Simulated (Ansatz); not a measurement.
The cluster Al₇H, relaxed as a singlet with RKS B3LYP-D4/def2-SVP in Ansatz, starting from the GFN1-xTB geometry. Force threshold 0.02 eV/Å.

The structure comes from a short search, and lower isomers may exist.

Start:

```xyz
8

Al    1.107   -1.110   -0.191
Al    2.300    0.813    1.129
Al   -0.181    0.360   -1.966
Al    1.242    2.183   -0.873
Al   -0.702   -1.235    1.627
Al    0.674    0.490    3.054
Al   -2.380   -0.713   -0.392
H    -2.061   -0.790   -2.387
```

```json
{"step": "1", "energy (eV)": "-46181.3490", "largest force component (eV/Å)": "1.249", "SCF passes": "19"}
{"step": "2", "energy (eV)": "-46181.7170", "largest force component (eV/Å)": "0.588", "SCF passes": "24"}
{"step": "3", "energy (eV)": "-46181.9210", "largest force component (eV/Å)": "0.301", "SCF passes": "24"}
{"step": "4", "energy (eV)": "-46181.9761", "largest force component (eV/Å)": "0.180", "SCF passes": "24"}
{"step": "5", "energy (eV)": "-46182.0201", "largest force component (eV/Å)": "0.185", "SCF passes": "27"}
{"step": "6", "energy (eV)": "-46182.0604", "largest force component (eV/Å)": "0.212", "SCF passes": "25"}
{"step": "7", "energy (eV)": "-46182.0920", "largest force component (eV/Å)": "0.189", "SCF passes": "25"}
{"step": "8", "energy (eV)": "-46182.1242", "largest force component (eV/Å)": "0.185", "SCF passes": "25"}
{"step": "9", "energy (eV)": "-46182.1777", "largest force component (eV/Å)": "0.280", "SCF passes": "25"}
{"step": "10", "energy (eV)": "-46182.2469", "largest force component (eV/Å)": "0.211", "SCF passes": "27"}
{"step": "11", "energy (eV)": "-46182.3237", "largest force component (eV/Å)": "0.243", "SCF passes": "25"}
{"step": "12", "energy (eV)": "-46182.3919", "largest force component (eV/Å)": "0.345", "SCF passes": "25"}
{"step": "13 (rejected)", "energy (eV)": "-46182.3653", "largest force component (eV/Å)": "0.458", "SCF passes": "29"}
{"step": "14", "energy (eV)": "-46182.4398", "largest force component (eV/Å)": "0.206", "SCF passes": "25"}
{"step": "15", "energy (eV)": "-46182.4582", "largest force component (eV/Å)": "0.128", "SCF passes": "24"}
{"step": "16", "energy (eV)": "-46182.4627", "largest force component (eV/Å)": "0.057", "SCF passes": "24"}
{"step": "17", "energy (eV)": "-46182.4644", "largest force component (eV/Å)": "0.013", "SCF passes": "20"}
```

Force components are those of the run's own axes.

End:

```xyz
8

Al    0.751   -0.712    0.050
Al    2.841    0.724    1.012
Al   -0.620    0.587   -1.644
Al    1.395    1.899   -0.777
Al   -1.492   -0.649    1.616
Al    0.741    0.306    2.458
Al   -1.627   -1.714   -0.723
H    -1.989   -0.441   -1.992
```

Bonds formed: Al1–Al4, Al1–Al6, Al1–Al7, Al3–H8 (atoms count from 1). The end is the same structure that another start reached.

No frequencies were taken in this run, so the end may be a saddle point.

Run time 35 s (4 threads of AMD EPYC 7B13 on a shared host).
